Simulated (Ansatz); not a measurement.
The cluster KNa₃⁻. The state is a doublet with charge -1. Geometry r2SCAN/def2-TZVP, that of the neutral singlet; atoms count from 1.

Cartesian coordinates in Å:
```
Na 0.704 1.347 -0.431
Na -0.936 -1.212 0.385
Na -2.876 1.662 -0.602
K 3.108 -1.797 0.648
```

The charge -1 doublet is spin-contaminated (final ⟨S²⟩ up to 1.11, 0.75 for a pure state). The structure comes from a short search, and lower isomers may exist.

**Question.** Estimate the Mulliken populations from the PBE0/def2-TZVPD orbitals of Ansatz.

**Answer.** 
```json
{"atom": "Na1", "charge (e)": "-0.24", "spin (α − β)": "0.52"}
{"atom": "Na2", "charge (e)": "-0.24", "spin (α − β)": "0.52"}
{"atom": "Na3", "charge (e)": "-0.27", "spin (α − β)": "0.39"}
{"atom": "K4", "charge (e)": "-0.25", "spin (α − β)": "-0.42"}
```
Mulliken values and Mayer orders depend strongly on the basis. With diffuse functions, as here, like atoms can get unlike values, and bond orders can come out too low or too high.

**Question.** Where does the spin sit?

**Answer.** Summed by element: Na 1.42, K -0.42, of 1 unpaired in all. Largest on single atoms: Na2 0.52, Na1 0.52, K4 -0.42.

**Question.** And the Mayer bond orders between bonded heavy atoms (over 0.3)?

**Answer.** Na1–Na2 0.59 (3.15 Å); Na1–Na3 0.56 (3.60 Å); Na1–K4 0.43 (4.10 Å); Na2–Na3 0.56 (3.61 Å); Na2–K4 0.44 (4.09 Å).
